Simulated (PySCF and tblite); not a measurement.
The numbers below are computed, except where a source is named.
C6H8N2, numbered as in [CH3:1][c:2]1[cH:3][n:4][cH:5][n:6][c:7]1[CH3:8].

The ensemble was built from 45 distance-geometry starts (ETKDG and KDG, MMFF94s, GFN2-xTB) and rests on GFN2-xTB geometries. Free energies are PBE0-D3(BJ)/pcSseg-1 single points with GFN2-xTB rigid-rotor and vibrational terms (modes under about 100 cm⁻¹ blended into free rotors). Symmetry numbers and mirror images are counted. Conformers within 2.5 kcal/mol (GFN2-xTB free energy) were kept, 3 at most. Couplings: B3LYP/6-31G* with pcJ-1 on H (gas phase; spin-dipole term only for pairs with B, N, F, Si or P). Couplings are for ¹H. H–H couplings come out 0.1 to 0.9 Hz lower than with pcJ-1 on all atoms. Programs: PySCF with density fitting and tblite.

| conformer | shape | weight % |
| --- | --- | --- |
| 1 | Cs | 100.0 |

Question: Give the couplings in each conformer and the averages at 298.15 K (pairs that fast motion interchanges averaged).

Answer: 
```json
{"coupling": "²J(H1,H1)", "pairs": "3", "1": "-15.6", "average (Hz)": "-15.6"}
{"coupling": "²J(H8,H8)", "pairs": "3", "1": "-15.7", "average (Hz)": "-15.7"}
```
